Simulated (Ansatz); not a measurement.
CH$_{3}$BrClFOSi, singlet, geometry from GFN2-xTB; SC-NEVPT2/STO-3G, CASSCF(4,4) run with Ansatz (a program for electronic structure).

Here is a job for Ansatz.
Ansatz 0.2 input:
```yaml
crystal:
  periodic: [false, false, false]
  atoms:
    - {symbol: C, position_ang: [-2.60150367, 0.35563499, -0.71370481]}
    - {symbol: O, position_ang: [-1.28540368, 0.83466203, -0.85546686]}
    - {symbol: Si, position_ang: [0.13338553, 0.16608852, -0.55814970]}
    - {symbol: F, position_ang: [0.41621123, -1.03203255, -1.58341381]}
    - {symbol: Cl, position_ang: [1.49816397, 1.58151820, -0.75774963]}
    - {symbol: Br, position_ang: [0.10392985, -0.84168672, 1.37464818]}
    - {symbol: H, position_ang: [-3.27031980, 1.20710782, -0.82889596]}
    - {symbol: H, position_ang: [-2.74293508, -0.09377944, 0.27137944]}
    - {symbol: H, position_ang: [-2.81412454, -0.38815520, -1.48264257]}
basis:
  gaussian:
    orbitals: STO-3G
magnetization: {spin_polarized: false}
correlation: {method: sc_nevpt2, electrons: all, active_space: {window: {electrons: 4, orbitals: 4}}}
```

It wrote (shortened):

```
Functional definition: HF
632 factors; integrals over basis functions are off by at most 2.6e-5 eV
mean field evaluation 1: about -95127.6767 eV, gradient 3.1e1 eV
mean field evaluation 2: about -95127.8206 eV, gradient 3.1e1 eV
mean field evaluation 4: about -95131.7416 eV, gradient 1.4e0 eV
mean field evaluation 8: about -95131.7525 eV, gradient 3.0e-2 eV
mean field -95131.75246728 eV, -3496.0274205546 hartree, gradient 1.3e-6 eV, S^2 0.000000; 0 other end points of the search recorded, 0 dependent functions left out
reference -95131.75246728 eV, -3496.0274205546 hartree; 46, 46 occupied and 8, 8 virtual orbitals, 632 factors
state -95132.67049201 eV, -3496.0611573413 hartree
state -95132.67049201 eV, -3496.0611573413 hartree; corrected -95135.87669002 eV, -3496.1789829448 hartree
state -95132.49505163 eV, -3496.0547100263 hartree
state -95132.49505163 eV, -3496.0547100263 hartree; corrected -95135.83948102 eV, -3496.1776155395 hartree
state -95132.67049201 eV, -3496.0611573413 hartree; corrected -95135.87669002 eV, -3496.1789829448 hartree
state -95132.19765258 eV, -3496.0437808129 hartree
state -95132.19765258 eV, -3496.0437808129 hartree; corrected -95135.76476607 eV, -3496.1748698158 hartree
state -95132.67049201 eV, -3496.0611573413 hartree; corrected -95135.87669002 eV, -3496.1789829448 hartree
2 active orbitals were swapped for others, from the solution at -95132.49501454 eV, -3496.0547086631 hartree to that at -95132.67045928 eV, -3496.0611561385 hartree; typed "places" are swapped only where nearly empty or full, and so, without "given_window_search", are "orbital_numbers", "shells" and a window whose orbitals a file names under [Active]
Total energy: -95135.87669002 eV, -3496.1789829448 hartree
```
